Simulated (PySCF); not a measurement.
BrPb (SMILES [Br][Pb+]), charge +1, singlet, at a GFN2-xTB geometry (such geometries of metal compounds can be far from the true shape) (core potentials on Pb), with bond 1-2 at 1.6 times its length; CAMB3LYP/def2-SVP (PySCF).

Here is a job for PySCF.
```python
from pyscf import gto, scf, dft

mol = gto.Mole()
mol.atom = '''
    Pb    0.00000000    0.00000000   -2.22215582
    Br    0.00000000    0.00000000    1.73209864
'''
mol.basis = 'def2-svp'
mol.ecp = {'Pb': 'def2-svp'}
mol.charge = 1
mol.verbose = 4
mol.build()

mf = dft.RKS(mol)
mf.xc = 'camb3lyp'
mf.diis = False
mf.max_cycle = 100
mf.kernel()
mf.analyze()
```

Output, abridged:

```
PySCF version 2.14.0

[INPUT] verbose = 4
[INPUT] num. atoms = 2
[INPUT] num. electrons = 56
[INPUT] charge = 1
[INPUT] spin (= nelec alpha-beta = 2S) = 0
[INPUT] symmetry False subgroup None
[INPUT] Mole.unit = angstrom
[INPUT] Symbol           X                Y                Z      unit          X                Y                Z       unit  Magmom
[...]
nuclear repulsion = 103.04507626664
number of shells = 22
number of NR pGTOs = 135
number of NR cGTOs = 58
basis = def2-svp
ecp = {'Pb': 'def2-svp'}

******** <class 'pyscf.dft.rks.RKS'> ********
method = RKS
initial guess = minao
damping factor = 0
level_shift factor = 0
DIIS disabled
SCF conv_tol = 1e-09
SCF conv_tol_grad = None
SCF max_cycles = 100
direct_scf = True
direct_scf_tol = 1e-13
XC library pyscf.dft.libxc version 7.1.2
    S. Lehtola, C. Steigemann, M. J. T. Oliveira, and M. A. L. Marques,  SoftwareX 7, 1–5 (2018)
XC functionals = camb3lyp
    T. Yanai, D. P. Tew, and N. C. Handy,  Chem. Phys. Lett. 393, 51 (2004)
radial grids:
    Treutler-Ahlrichs [JCP 102, 346 (1995); DOI:10.1063/1.469408] (M4) radial grids

becke partition: Becke, JCP 88, 2547 (1988); DOI:10.1063/1.454033
pruning grids: <function nwchem_prune>
grids dens level: 3
symmetrized grids: False
atomic radii adjust function: <function treutler_atomic_radii_adjust>
small_rho_cutoff = 0
Set gradient conv threshold to 3.16228e-05
Initial guess from minao.
tot grids = 43656
init E= -2741.69126683382
[...]
cycle= 1 E= -2759.81932396588  delta_E= -18.1  |g|= 2.48  |ddm|= 13.4
[...]
cycle= 2 E= -2683.83562785513  delta_E=   76  |g|= 8.15  |ddm|= 18.5
[...]
cycle= 3 E= -2427.35599375783  delta_E=  256  |g|= 11.5  |ddm|=   32
[...]
cycle= 4 E= -2461.78265656135  delta_E= -34.4  |g|= 2.45  |ddm|= 32.7
[...]
cycle= 5 E= -2362.38018747618  delta_E= 99.4  |g|= 16.2  |ddm|= 33.3
[...]
cycle= 6 E= -2461.77262276006  delta_E= -99.4  |g|= 2.41  |ddm|= 33.3
[...]
cycle= 7 E= -2362.37870998969  delta_E= 99.4  |g|= 16.2  |ddm|= 33.3
[...]
cycle= 8 E= -2461.77264503307  delta_E= -99.4  |g|= 2.41  |ddm|= 33.3
[...]
cycle= 9 E= -2362.3787095267  delta_E= 99.4  |g|= 16.2  |ddm|= 33.3
[...]
cycle= 10 E= -2461.77264507442  delta_E= -99.4  |g|= 2.41  |ddm|= 33.3
[...]
cycle= 11 E= -2362.37870952598  delta_E= 99.4  |g|= 16.2  |ddm|= 33.3
[...]
cycle= 12 E= -2461.77264507452  delta_E= -99.4  |g|= 2.41  |ddm|= 33.3
[...]
cycle= 13 E= -2362.37870952598  delta_E= 99.4  |g|= 16.2  |ddm|= 33.3
[...]
cycle= 14 E= -2461.77264507452  delta_E= -99.4  |g|= 2.41  |ddm|= 33.3
[...]
cycle= 15 E= -2362.37870952598  delta_E= 99.4  |g|= 16.2  |ddm|= 33.3
[...]
cycle= 16 E= -2461.77264507452  delta_E= -99.4  |g|= 2.41  |ddm|= 33.3
[...]
cycle= 17 E= -2362.37870952598  delta_E= 99.4  |g|= 16.2  |ddm|= 33.3
[...]
cycle= 18 E= -2461.77264507452  delta_E= -99.4  |g|= 2.41  |ddm|= 33.3
[...]
cycle= 19 E= -2362.37870952598  delta_E= 99.4  |g|= 16.2  |ddm|= 33.3
[...]
cycle= 20 E= -2461.77264507452  delta_E= -99.4  |g|= 2.41  |ddm|= 33.3
[...]
cycle= 21 E= -2362.37870952598  delta_E= 99.4  |g|= 16.2  |ddm|= 33.3
[...]
cycle= 22 E= -2461.77264507452  delta_E= -99.4  |g|= 2.41  |ddm|= 33.3
[...]
cycle= 23 E= -2362.37870952598  delta_E= 99.4  |g|= 16.2  |ddm|= 33.3
[...]
cycle= 24 E= -2461.77264507452  delta_E= -99.4  |g|= 2.41  |ddm|= 33.3
[...]
cycle= 25 E= -2362.37870952598  delta_E= 99.4  |g|= 16.2  |ddm|= 33.3
[...]
cycle= 26 E= -2461.77264507452  delta_E= -99.4  |g|= 2.41  |ddm|= 33.3
[...]
cycle= 27 E= -2362.37870952598  delta_E= 99.4  |g|= 16.2  |ddm|= 33.3
[...]
cycle= 28 E= -2461.77264507452  delta_E= -99.4  |g|= 2.41  |ddm|= 33.3
[...]
cycle= 29 E= -2362.37870952598  delta_E= 99.4  |g|= 16.2  |ddm|= 33.3
[...]
cycle= 30 E= -2461.77264507452  delta_E= -99.4  |g|= 2.41  |ddm|= 33.3
[...]
cycle= 31 E= -2362.37870952597  delta_E= 99.4  |g|= 16.2  |ddm|= 33.3
[...]
cycle= 32 E= -2461.77264507452  delta_E= -99.4  |g|= 2.41  |ddm|= 33.3
[...]
cycle= 33 E= -2362.37870952598  delta_E= 99.4  |g|= 16.2  |ddm|= 33.3
[...]
cycle= 34 E= -2461.77264507452  delta_E= -99.4  |g|= 2.41  |ddm|= 33.3
[...]
cycle= 35 E= -2362.37870952598  delta_E= 99.4  |g|= 16.2  |ddm|= 33.3
[...]
cycle= 36 E= -2461.77264507452  delta_E= -99.4  |g|= 2.41  |ddm|= 33.3
[...]
cycle= 37 E= -2362.37870952598  delta_E= 99.4  |g|= 16.2  |ddm|= 33.3
[...]
cycle= 38 E= -2461.77264507452  delta_E= -99.4  |g|= 2.41  |ddm|= 33.3
[...]
cycle= 39 E= -2362.37870952598  delta_E= 99.4  |g|= 16.2  |ddm|= 33.3
[...]
cycle= 40 E= -2461.77264507452  delta_E= -99.4  |g|= 2.41  |ddm|= 33.3
[...]
cycle= 41 E= -2362.37870952598  delta_E= 99.4  |g|= 16.2  |ddm|= 33.3
[...]
cycle= 42 E= -2461.77264507452  delta_E= -99.4  |g|= 2.41  |ddm|= 33.3
[...]
cycle= 43 E= -2362.37870952598  delta_E= 99.4  |g|= 16.2  |ddm|= 33.3
[...]
cycle= 44 E= -2461.77264507452  delta_E= -99.4  |g|= 2.41  |ddm|= 33.3
[...]
cycle= 45 E= -2362.37870952598  delta_E= 99.4  |g|= 16.2  |ddm|= 33.3
[...]
cycle= 46 E= -2461.77264507452  delta_E= -99.4  |g|= 2.41  |ddm|= 33.3
[...]
cycle= 47 E= -2362.37870952598  delta_E= 99.4  |g|= 16.2  |ddm|= 33.3
[...]
cycle= 48 E= -2461.77264507452  delta_E= -99.4  |g|= 2.41  |ddm|= 33.3
[...]
cycle= 49 E= -2362.37870952598  delta_E= 99.4  |g|= 16.2  |ddm|= 33.3
[...]
cycle= 50 E= -2461.77264507452  delta_E= -99.4  |g|= 2.41  |ddm|= 33.3
[...]
cycle= 51 E= -2362.37870952598  delta_E= 99.4  |g|= 16.2  |ddm|= 33.3
[...]
cycle= 52 E= -2461.77264507452  delta_E= -99.4  |g|= 2.41  |ddm|= 33.3
[...]
cycle= 53 E= -2362.37870952598  delta_E= 99.4  |g|= 16.2  |ddm|= 33.3
[...]
cycle= 54 E= -2461.77264507452  delta_E= -99.4  |g|= 2.41  |ddm|= 33.3
[...]
cycle= 55 E= -2362.37870952598  delta_E= 99.4  |g|= 16.2  |ddm|= 33.3
[...]
cycle= 56 E= -2461.77264507452  delta_E= -99.4  |g|= 2.41  |ddm|= 33.3
[...]
cycle= 57 E= -2362.37870952598  delta_E= 99.4  |g|= 16.2  |ddm|= 33.3
[...]
cycle= 58 E= -2461.77264507452  delta_E= -99.4  |g|= 2.41  |ddm|= 33.3
[...]
cycle= 59 E= -2362.37870952598  delta_E= 99.4  |g|= 16.2  |ddm|= 33.3
[...]
cycle= 60 E= -2461.77264507452  delta_E= -99.4  |g|= 2.41  |ddm|= 33.3
[...]
cycle= 61 E= -2362.37870952598  delta_E= 99.4  |g|= 16.2  |ddm|= 33.3
[...]
cycle= 62 E= -2461.77264507452  delta_E= -99.4  |g|= 2.41  |ddm|= 33.3
[...]
cycle= 63 E= -2362.37870952598  delta_E= 99.4  |g|= 16.2  |ddm|= 33.3
[...]
cycle= 64 E= -2461.77264507452  delta_E= -99.4  |g|= 2.41  |ddm|= 33.3
[...]
cycle= 65 E= -2362.37870952598  delta_E= 99.4  |g|= 16.2  |ddm|= 33.3
[...]
cycle= 66 E= -2461.77264507452  delta_E= -99.4  |g|= 2.41  |ddm|= 33.3
[...]
cycle= 67 E= -2362.37870952598  delta_E= 99.4  |g|= 16.2  |ddm|= 33.3
[...]
cycle= 68 E= -2461.77264507452  delta_E= -99.4  |g|= 2.41  |ddm|= 33.3
[...]
cycle= 69 E= -2362.37870952598  delta_E= 99.4  |g|= 16.2  |ddm|= 33.3
[...]
cycle= 70 E= -2461.77264507452  delta_E= -99.4  |g|= 2.41  |ddm|= 33.3
[...]
cycle= 71 E= -2362.37870952598  delta_E= 99.4  |g|= 16.2  |ddm|= 33.3
[...]
cycle= 72 E= -2461.77264507452  delta_E= -99.4  |g|= 2.41  |ddm|= 33.3
[...]
cycle= 73 E= -2362.37870952597  delta_E= 99.4  |g|= 16.2  |ddm|= 33.3
[...]
cycle= 74 E= -2461.77264507452  delta_E= -99.4  |g|= 2.41  |ddm|= 33.3
[...]
cycle= 75 E= -2362.37870952598  delta_E= 99.4  |g|= 16.2  |ddm|= 33.3
[...]
cycle= 76 E= -2461.77264507452  delta_E= -99.4  |g|= 2.41  |ddm|= 33.3
[...]
cycle= 77 E= -2362.37870952598  delta_E= 99.4  |g|= 16.2  |ddm|= 33.3
[...]
cycle= 78 E= -2461.77264507452  delta_E= -99.4  |g|= 2.41  |ddm|= 33.3
[...]
cycle= 79 E= -2362.37870952598  delta_E= 99.4  |g|= 16.2  |ddm|= 33.3
[...]
cycle= 80 E= -2461.77264507452  delta_E= -99.4  |g|= 2.41  |ddm|= 33.3
[...]
cycle= 81 E= -2362.37870952598  delta_E= 99.4  |g|= 16.2  |ddm|= 33.3
[...]
cycle= 82 E= -2461.77264507452  delta_E= -99.4  |g|= 2.41  |ddm|= 33.3
[...]
cycle= 83 E= -2362.37870952598  delta_E= 99.4  |g|= 16.2  |ddm|= 33.3
[...]
cycle= 84 E= -2461.77264507452  delta_E= -99.4  |g|= 2.41  |ddm|= 33.3
[...]
cycle= 85 E= -2362.37870952597  delta_E= 99.4  |g|= 16.2  |ddm|= 33.3
[...]
cycle= 86 E= -2461.77264507452  delta_E= -99.4  |g|= 2.41  |ddm|= 33.3
[...]
cycle= 87 E= -2362.37870952598  delta_E= 99.4  |g|= 16.2  |ddm|= 33.3
[...]
cycle= 88 E= -2461.77264507452  delta_E= -99.4  |g|= 2.41  |ddm|= 33.3
[...]
cycle= 89 E= -2362.37870952598  delta_E= 99.4  |g|= 16.2  |ddm|= 33.3
[...]
cycle= 90 E= -2461.77264507452  delta_E= -99.4  |g|= 2.41  |ddm|= 33.3
[...]
cycle= 91 E= -2362.37870952598  delta_E= 99.4  |g|= 16.2  |ddm|= 33.3
[...]
cycle= 92 E= -2461.77264507452  delta_E= -99.4  |g|= 2.41  |ddm|= 33.3
[...]
cycle= 93 E= -2362.37870952598  delta_E= 99.4  |g|= 16.2  |ddm|= 33.3
[...]
cycle= 94 E= -2461.77264507452  delta_E= -99.4  |g|= 2.41  |ddm|= 33.3
[...]
cycle= 95 E= -2362.37870952598  delta_E= 99.4  |g|= 16.2  |ddm|= 33.3
[...]
cycle= 96 E= -2461.77264507452  delta_E= -99.4  |g|= 2.41  |ddm|= 33.3
[...]
cycle= 97 E= -2362.37870952598  delta_E= 99.4  |g|= 16.2  |ddm|= 33.3
[...]
cycle= 98 E= -2461.77264507452  delta_E= -99.4  |g|= 2.41  |ddm|= 33.3
[...]
cycle= 99 E= -2362.37870952598  delta_E= 99.4  |g|= 16.2  |ddm|= 33.3
[...]
cycle= 100 E= -2461.77264507452  delta_E= -99.4  |g|= 2.41  |ddm|= 33.3
SCF not converged.
SCF energy = -2461.77264507452
**** SCF Summaries ****
Total Energy =                       -2461.772645074517641
Nuclear Repulsion Energy =             103.045076266639683
One-electron Energy =                -4291.442515173437641
Two-electron Energy =                 1726.624793832280375
Two-electron Coulomb Energy =         1840.144006892573088
DFT Exchange-Correlation Energy =     -113.519213060292827
HOMO-LUMO gap [eV] =                    33.579846246397160
**** MO energy ****
[...]
WARN: System has nonzero charge 1; the dipole moment is origin-dependent.
Location of origin: [0. 0. 0.]

Dipole moment(X, Y, Z, Debye):  0.00000, -0.00000, -415.00730
```

Convergence was not reached.
